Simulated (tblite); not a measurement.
Compound: C₄H₆F₂O.
Numbering: `[CH3:1][O:2]/[C:3]([F:4])=[CH:5]/[CH2:6][F:7]` (hydrogens: H8, H9, H10 on C1; H11 on C5; H12, H13 on C6)

Computed with GFN2-xTB (tblite), gas phase: nudged elastic band of 9 images (0 to 8), spring 0.2 eV/Å², climbing image at the end, force threshold 0.05 eV/Å. No saddle search or frequency run followed, so the top image need not be a first-order saddle, and its height can exceed the method's true barrier by a kcal/mol or more.

The band describes a rotation about C3–O2 (vinylic C–F carbon, ether oxygen), followed by the dihedral F4–C3–O2–C1, from the optimised start (2°) to a second optimised geometry at 180°.

Question: How does the energy change from image to image?

Answer: 
```
image  dihedral (°)  E (kcal/mol)  C3–O2 (Å)  F4···C1 (Å)  largest true force (eV/Å)
    0             2          0.00      1.335         2.57                       0.01
    1            25          0.26      1.333         2.60                       0.04
    2            46          1.01      1.333         2.69                       0.05
    3            67          2.27      1.335         2.84                       0.06
    4            92          3.54      1.339         3.07                       0.04
    5           119          3.61      1.339         3.30                       0.04
    6           145          2.52      1.339         3.44                       0.07
    7           163          1.11      1.339         3.49                       0.06
    8           180          0.49      1.338         3.50                       0.01
```

Barriers of this band. The top is image 5 at 119°: 3.61 kcal/mol forward and 3.12 kcal/mol back; the end lies 0.49 kcal/mol above the start. The central bond is 0.004 Å longer at the top than at the start.

Question: What rate follows at 200 K for crossing this barrier forward?

Answer: Taking the electronic barrier for the free energy of activation (no zero-point or entropy terms, transmission 1), rate = (kT/h)·exp(−ΔE/kT) ≈ 5 × 10^8 s⁻¹, whose inverse is 2 × 10^-9 s. An error of 1 kcal/mol in the barrier changes this by a factor of 12, and the method and the loose band can each miss by that much or more.

Question: How would the two end points share their population at 200 K, from these energies alone?

Answer: exp(−ΔE/kT) with ΔE = 0.021 eV gives 0.3 for the higher one (end) against 1 for the lower, without vibrational, rotational or degeneracy terms. GFN2-xTB can put conformers this close in the wrong order.

Question: How long is the path, and how are the images spaced?

Answer: Cartesian distances between aligned neighbours (all atoms, Å): 0.71, 0.72, 0.73, 0.74, 0.70, 0.78, 0.71, 0.65; the sum is 5.74 Å, and the top lies 63 % of the way along.

The cost below is that of the whole band run. On one thread of an Intel Xeon Platinum 8259CL at 2.50 GHz (shared host), this took 4.2 s of wall time and 0.18 GiB of memory at its peak.
